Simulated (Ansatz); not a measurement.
CaF (SMILES [F][Ca+]), charge +1, singlet, at a GFN2-xTB geometry (such geometries of metal compounds can be far from the true shape); WB97X/cc-pVDZ in Ansatz (an electronic-structure program).

Ansatz was given this input:
Ansatz 0.2 input:
```yaml
crystal:
  periodic: [false, false, false]
  atoms:
    - {symbol: Ca, position_ang: [-0.00000000, -0.00000000, -0.61305209]}
    - {symbol: F, position_ang: [0.00000000, 0.00000000, 1.36233797]}
basis:
  gaussian:
    orbitals: cc-pVDZ
hamiltonian:
  xc: {name: wB97X}
total_charge: 1
accuracy: high
```

What does Ansatz print? Leave out banner, timings and long lists.


```
Functional definition: wB97X
791 factors; integrals over basis functions are off by at most 3.1e-9 eV
239 factors; integrals over basis functions are off by at most 2.5e-9 eV
mean field evaluation 1: about -21133.0312 eV, gradient 1.0e2 eV
mean field evaluation 2: about -20915.7868 eV, gradient 2.7e2 eV
mean field evaluation 4: about -21150.2704 eV, gradient 2.4e0 eV
mean field evaluation 8: about -21150.3016 eV, gradient 2.1e-1 eV
mean field evaluation 16: about -21150.3017 eV, gradient 1.5e-6 eV
mean field -21150.30165004 eV, -777.2592494495 hartree, gradient 4.4e-8 eV, S^2 0.000000; 0 other end points of the search recorded, 0 dependent functions left out
reference -21150.30164609 eV, -777.2592493045 hartree; 14, 14 occupied and 27, 27 virtual orbitals, 791 factors
Total energy: -21150.30164609 eV, -777.2592493045 hartree
```
